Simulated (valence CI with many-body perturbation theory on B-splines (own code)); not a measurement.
Values are calculated unless marked as measured or tabulated.
# Nb X in three bases

Method: relativistic CI+MBPT: four valence electrons over a frozen Dirac-Fock core [Ar] 3d10, radial functions for each j: 9 s, 9 p, 8 d, 6 f, 3 g, 1 h, with the one-electron correlation potential Σ1 (screened to all orders), the two-electron term Σ2, the three-electron term Σ3, Breit, model QED; selected single and double excitations, second order for the rest (own B-spline code, finite nucleus).

No measured levels were compared; by estimate levels hold to about 250 cm⁻¹ or 0.2 % of their energy and the worst to 1 %, as in measured heavy ions of charge 2 to 7; those with d or f electrons hold less well.

The reference run has the lowest level 4s2 4p2 3P_0 and an ionisation energy of 180.391 eV. Its largest variational space holds 19999 state functions.

Names give the largest LS component (configuration and term), which can be under half, so a name can repeat, a term be missing and a line seem to break the LS rules; names also repeat where a configuration has a term twice.

Changed runs:
A. basis 6 s, 6 p, 5 d, 3 f, 1 g
B. basis 5 s, 5 p, 4 d, 2 f

Excitation energies of the reference run in cm⁻¹, and shifts in cm⁻¹:

| Level | Reference | A | B |
| --- | --- | --- | --- |
| 4s2 4p2 3P_1 | 14234 | -21 | -66 |
| 4s2 4p2 3P_2 | 22835 | +10 | +49 |
| 4s2 4p2 1D_2 | 46828 | +60 | +240 |
| 4s2 4p2 1S_0 | 75436 | +143 | +529 |
| 4s 4p3 5S°_2 | 181699 | -205 | -644 |
| 4s 4p3 3D°_1 | 228677 | -12 | +33 |
| 4s 4p3 3D°_2 | 229308 | -16 | +21 |
| 4s 4p3 3D°_3 | 234871 | -23 | -3.2 |
| 4s 4p3 3P°_0 | 259201 | +54 | +275 |
| 4s 4p3 3P°_1 | 261138 | +46 | +247 |
| 4s 4p3 3P°_2 | 263500 | +33 | +197 |
| 4s 4p3 1D°_2 | 291772 | +42 | +186 |
| Ionisation energy (eV) | 180.391 | -0.021 | -0.064 |
